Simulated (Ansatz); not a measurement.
Reaction (redistribution): `C[Se][AlH][BH]S` + `COB(O)O` → `C[Se]B(O)O` + `C[O][AlH][BH]S`

Program: Ansatz. Geometries: PBE0-D4/def2-TZVP. ΔE: electronic, gas phase. CBS: MP2 limit from def2 TZ/QZ plus the TZ coupled-cluster correction, frozen cores. Functionals use def2-TZVPP. For Se outer-core shells are correlated without core-valence functions, which leaves a few kJ/mol of doubt a bond. Scalar relativity is left out up to krypton. Each species was taken in one conformer, which may not be the lowest.

| level | ΔE (eV) |
| --- | --- |
| PBE-D4 | 0.63 |
| PBE0 | 0.68 |
| CCSD/def2-TZVPP | 0.65 |
| HF/def2-QZVPP | 0.75 |

What does CCSD(T)/CBS give? (An estimate is asked.)

Computed: +0.64 eV. The listed levels differ from it by -0.01, 0.04, 0.01, 0.11 eV.

Largest T1 diagnostic among the species: 0.015.

From PBE to PBE0 (25 % exact exchange), in def2-TZVPP and without D4, ΔE moves by +0.06 eV. In def2-TZVPP, CCSD(T) changes the Hartree–Fock value by −0.13 eV (the triples alone add −0.01 eV) and MP2 by −0.17 eV.
